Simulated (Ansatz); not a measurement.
CH5BrGeO, SMILES `C[O][GeH2][Br]`, charge 0, multiplicity 1.

Q: Give a relaxed structure at PBE0-D4/def2-TZVP (Ansatz 0.2.0). (Best estimate.)

A: The calculation gave: 
```xyz
9

C    -0.879    0.130    1.130
O    -0.656   -0.508   -0.108
Ge    0.816   -0.081   -0.992
Br    0.753   -1.362   -2.886
H    -0.084   -0.085    1.857
H    -0.968    1.219    1.025
H    -1.819   -0.250    1.534
H     0.782    1.403   -1.391
H     2.056   -0.465   -0.169
```
Point group Cs.
This is one stationary point; other conformers may exist.
